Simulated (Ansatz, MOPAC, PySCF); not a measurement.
Species: CHBrCl, net charge 0, doublet state. SMILES: Cl[CH]Br
Geometry from a B3LYP-D3(BJ)/def2-TZVP (Ansatz, a first-principles code) optimisation:
```xyz
4

Cl     1.9729     0.3383    -0.1836
C      0.4684     0.6037     0.5622
Br    -1.0522    -0.2931    -0.0531
H      0.4755     0.8828     1.6042
```
Charge 0, spin multiplicity 2.

Unscaled harmonic wavenumbers (cm⁻¹) in rising order, each level at the stationary point that it reaches from this structure (no distance between atoms moves by over 0.3 Å); the order of modes can differ between levels, and a negative number is imaginary. B3LYP-D3(BJ)/def2-TZVP (PySCF, at the structure above): 243, 413, 660, 843, 1208, 3218.

PM6 (MOPAC): 241, 565, 633, 894, 1135, 2710. Zero-point energy 8.8 against 9.4 kcal/mol; where all levels lie over 400 cm⁻¹, the wavenumbers are on average 1.034 times those of B3LYP-D3(BJ)/def2-TZVP.

HF/3-21G (Ansatz): 230, 463, 628, 796, 1250, 3421. Zero-point energy 9.7 against 9.4 kcal/mol; where all levels lie over 400 cm⁻¹, the wavenumbers are on average 1.023 times those of B3LYP-D3(BJ)/def2-TZVP.

HF/6-31G* with LANL2DZ past Ar (Ansatz): 251, 559, 673, 911, 1327, 3432. Zero-point energy 10.2 against 9.4 kcal/mol; where all levels lie over 400 cm⁻¹, the wavenumbers are on average 1.124 times those of B3LYP-D3(BJ)/def2-TZVP.

B3LYP/6-31G* with LANL2DZ past Ar (Ansatz): 238, 481, 637, 836, 1231, 3243. Zero-point energy 9.5 against 9.4 kcal/mol; where all levels lie over 400 cm⁻¹, the wavenumbers are on average 1.030 times those of B3LYP-D3(BJ)/def2-TZVP.
